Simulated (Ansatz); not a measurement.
The cluster Hg₂O₃⁻, relaxed as a doublet with UKS PBE0-D4/def2-SVPD in Ansatz, starting from the GFN1-xTB geometry. Force threshold 0.02 eV/Å.

In the def2 sets Hg takes a core potential; there is no spin–orbit coupling. The structure holds 1 bond(s) between oxygen atoms. The relaxation made no stability test and no search for a lower SCF solution. Another isomer (doublet) lies 0.02 eV lower at PBE-D4/def2-TZVPD; other spin states weren't run for this one.

Start:

Cartesian coordinates in Å:
```
Hg -0.854 1.816 -1.331
Hg -0.027 -0.054 0.356
O -1.017 1.374 1.134
O 0.359 -1.922 -0.173
O 1.540 -1.214 0.015
```

```tsv
step	energy (eV)	largest force component (eV/Å)	SCF passes
1	-14478.4929	3.541	28
2	-14479.4089	1.883	42
3	-14479.7115	1.820	97
4	-14479.8009	2.562	44
5	-14479.9804	0.276	39
6	-14480.0502	0.415	37
7	-14480.1973	1.083	36
8	-14480.5979	1.349	39
9 (rejected)	-14480.4833	1.965	40
10	-14480.7016	0.626	38
11	-14480.7384	0.232	36
12	-14480.7557	0.151	37
13	-14480.7586	0.234	39
14	-14480.7644	0.093	39
15	-14480.7661	0.038	39
16	-14480.7666	0.016	42
17	-14480.7667	0.018	38
18	-14480.7668	0.025	42
19	-14480.7669	0.035	42
20	-14480.7669	0.081	38
21	-14480.7670	0.049	40
22	-14480.7671	0.015	41
23 (rejected)	-14480.7671	0.094	38
24	-14480.7672	0.021	41
25 (rejected)	-14480.7667	0.185	38
26 (rejected)	-14480.7671	0.048	39
27	-14480.7672	0.001	24
```

Force components are those of the run's own axes.

End:

```csv
atom,x (Å),y (Å),z (Å)
Hg1,-1.6495,3.2738,-1.1274
Hg2,0.1760,-0.0893,0.3288
O3,-1.0161,1.4024,0.3488
O4,0.9598,-2.8699,0.1372
O5,1.5298,-1.7170,0.3126
```

Bonds lost: Hg2–O4 (atoms count from 1). Metal–metal contacts that move far: Hg1–Hg2 2.65 to 4.09 Å.

The force fell under the threshold at step 16, but the optimiser went on. No frequencies were taken in this run, so the end may be a saddle point.

Hardware: 4 threads of Arm Neoverse V1 on a shared host. Wall time 1.7 min.
